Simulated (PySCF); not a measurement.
Computed shifts of a molecule C4H5FSi, PySCF with PBE/pcSseg-1, GIAO, gas phase, equivalent atoms averaged, in ppm (number of nuclei): ¹³C: 160.4 (1), 109.8 (1), 87.5 (1), 82.3 (1). ¹⁹F: -90.0 (1). ²⁹Si: -88.3 (1). ¹H: 5.69 (1), 4.55 (3), 3.32 (1). References: ¹³C against TMS (σ = 182.0 ppm); ¹⁹F against CFCl3 (σ = 133.6 ppm); ²⁹Si against TMS (σ = 335.4 ppm); ¹H against TMS (σ = 31.49 ppm), references at their B3LYP-D3(BJ)/def2-TZVP geometries, non-relativistic. Coordinates come from a PBE0-D3(BJ)/def2-SVP optimisation. Other conformers were not sampled.

Task: Which structure fits?
A) FC1=CC=C[SiH2]1
B) C#C/C(F)=C/[SiH3]
C) F[SiH]1C=CC=C1
D) C=CC#C[SiH2]F

Result: B, C#C/C(F)=C/[SiH3]
